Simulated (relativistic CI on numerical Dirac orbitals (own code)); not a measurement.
# Hyperfine structure of Mo IV, mass number 97

Computed by Dirac-Coulomb-Breit CI, KLI orbitals optimised for each configuration, QED by a radiative potential, valence Slater integrals scaled by 0.85, P86 correlation energy added to each configuration (own radial code, finite nucleus).

CI space (outside the closed core [Ar] 3d10 4s2): 4p⁶4d³, 4p⁶4d²5s, 4p⁶4d²5p, 4p⁶4d²4f, 4p⁶4d5s², 4p⁶4d²6s, 4p⁶4d²5d, 4p⁶4d5s5p, 4p⁵4d⁴, 4p⁶4d4f², 4p⁶4d²6p, 4p⁶4d²6d, 4p⁶4d²5f, 4p⁶4d²5g, 4p⁶4d5p², 4p⁶4d²6f. Levels of other configurations are missing.

Nuclear spin I = 5/2, μ = -0.9324 μN, Q = 0.255 b (tables of Stone and Pyykkö). The electronic factors are computed for point nuclear moments, without core polarisation; leaving it out makes A of s and p electrons in near-neutral atoms 20 to 40 % too small, and it can dominate for d and f shells.

| Level | E (cm⁻¹) | A (MHz) | B (MHz) |
| --- | --- | --- | --- |
| 4p⁶4d³ ⁴F3/2 | 0.0 | -262.2 | -41.7 |
| 4p⁶4d³ ⁴F5/2 | 708.8 | -159.4 | -41.9 |
| 4p⁶4d³ ⁴F7/2 | 1612.2 | -130.2 | -57.3 |
| 4p⁶4d³ ⁴F9/2 | 2650.3 | -124.5 | -82 |
| 4p⁶4d³ ⁴P1/2 | 10997.0 | 163.1 |  |
| 4p⁶4d³ ⁴P3/2 | 11022.2 | -120.1 | -90.2 |
| 4p⁶4d³ ²G7/2 | 12090.6 | -193 | 66.6 |
| 4p⁶4d³ ⁴P5/2 | 12180.5 | -50.99 | 115 |

Levels with J = 0, under 50 % of one LS term, or S terms without an open s electron are left out. Small factors come from cancelling terms and can be off by tens of per cent or more.

Correlation outside the listed configurations is missing or only estimated: errors of thousands of cm⁻¹ between configurations and terms are usual at this charge. Rates and lifetimes follow the computed energies and can be off by large factors. The fine structure of a lone outer electron comes out too small, for d and f at times inverted, and misplaced configurations move strength between like terms. 60 of the 64 excited levels that our extract of the measured tables holds in this range could be paired (the sources list more); they are missed by 2816 cm⁻¹ on average and 5366 at most, and levels without a partner can miss by more. Some levels of the ground configuration have no partner and can miss by 10 % or more.

Problem. Give the hyperfine levels of 4p⁶4d³ ⁴F3/2 relative to its centre of gravity.

Solution. With K = F(F + 1) − I(I + 1) − J(J + 1), E = AK/2 + B[¾K(K + 1) − I(I + 1)J(J + 1)]/[2I(2I − 1)J(2J − 1)]: F = 1: 1348, F = 2: 856.5, F = 3: 88.51, F = 4: -993.9 MHz.

LS names give the leading component of a level, which can be under half, so a name can repeat, a term be missing and a line seem to break the LS rules.
